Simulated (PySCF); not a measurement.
## Te⁴⁰⁺: ionisation energy

Te⁴⁰⁺ [Ne] 3s2 (1S) → Te⁴¹⁺ [Ne] 3s1 (2S), as a difference of total energies. Computed with PySCF 2.14 in an uncontracted even-tempered set (18 s from 7.7 bohr⁻², ratio 2.5; 12 p from 10 bohr⁻², ratio 2.5; 4 d from 37 bohr⁻², ratio 2.7; 4 f from 55 bohr⁻², ratio 2.7), with the spin-free X2C one-electron Hamiltonian (Gaussian nucleus). Correlated levels: outer shells: 1s2 frozen; virtual orbitals above 40 to 60 times the deepest correlated orbital energy dropped. The calculations carry no spin-orbit coupling.

```csv
method,ionisation energy (eV)
UHF,2954.2
LDA,2958.4
PBE,2960.6
PBE0,2959.3
r2SCAN,2954.2
B3LYP,2959.4
r2SCAN0,2954.6
MP2 (outer shells),2957.6
SCS-MP2 (outer shells),2958.0
```

Question: How much does correlation contribute at MP2 (outer shells)?

Answer: 2957.6 − (2954.2) = 3.4 eV, measured against UHF.

Breit and QED terms and the two-electron picture change are absent.

For comparison: 2954 ± 4 eV (theoretical estimate listed by NIST; NIST Atomic Spectra Database, ionization energies).
